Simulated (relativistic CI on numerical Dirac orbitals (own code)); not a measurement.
Sr⁺: computed level list

Computed by Dirac-Coulomb-Breit CI, orbitals from a KLI potential per configuration, model QED (radiative potential, 1s self-energy scaled to tabulated hydrogen-like ionisation energies), valence Slater integrals scaled by 0.85, P86 correlation energy added to each configuration (own radial code, finite nucleus).

CI space (outside the closed core [Kr]): 5s, 4d, 5p, 6s, 5d, 6p, 4f, 7s, 5f, 5g, 6d, 7p, 8s, 7d, 8p, 8d. Levels of other configurations are missing.

The lowest level is 5s 2S_1/2, with 100 % of that term; Hund's rules for 5s give 2S with J = 1/2, in agreement.

```csv
No.,Configuration,Term,J,E (eV),%,Next component (%)
1,5s,2S,1/2,0.0000,100,
2,4d,2D,3/2,1.7047,100,
3,4d,2D,5/2,1.7219,100,
4,5p,2P°,1/2,2.7667,100,
5,5p,2P°,3/2,2.8493,100,
6,6s,2S,1/2,5.6861,100,
7,5d,2D,3/2,6.3102,100,
8,5d,2D,5/2,6.3179,100,
9,6p,2P°,1/2,6.6933,100,
10,6p,2P°,3/2,6.7228,100,
11,4f,2F°,7/2,7.5388,100,
12,4f,2F°,5/2,7.5391,100,
13,7s,2S,1/2,7.8114,100,
14,6d,2D,3/2,8.1185,100,
15,6d,2D,5/2,8.1234,100,
16,7p,2P°,1/2,8.2954,100,
17,7p,2P°,3/2,8.3089,100,
18,5f,2F°,7/2,8.7649,100,
19,5f,2F°,5/2,8.7652,100,
20,5g,2G,7/2,8.7654,100,
21,5g,2G,9/2,8.7654,100,
22,8s,2S,1/2,8.8626,100,
23,7d,2D,3/2,9.0333,100,
24,7d,2D,5/2,9.0361,100,
25,8p,2P°,1/2,9.1320,100,
26,8p,2P°,3/2,9.1394,100,
27,8d,2D,3/2,9.5673,100,
28,8d,2D,5/2,9.5690,100,
```

Energies count from the lowest computed level; ° marks odd parity.

The mean weight of the leading LS term, summed over parents, in these 28 levels is 100 %, and that of the leading jj configuration (from the same eigenvectors) 100 %.

Correlation outside the listed configurations is missing or only estimated: errors of thousands of cm⁻¹ between configurations and terms are usual at this charge. Rates and lifetimes follow the computed energies and can be off by large factors. The fine structure of a lone outer electron comes out too small, for d and f at times inverted, and misplaced configurations move strength between like terms. 11 of the 11 excited levels that our extract of the measured tables holds in this range could be paired (the sources list more); they are missed by 1558 cm⁻¹ on average and 2416 at most, and levels without a partner can miss by more.
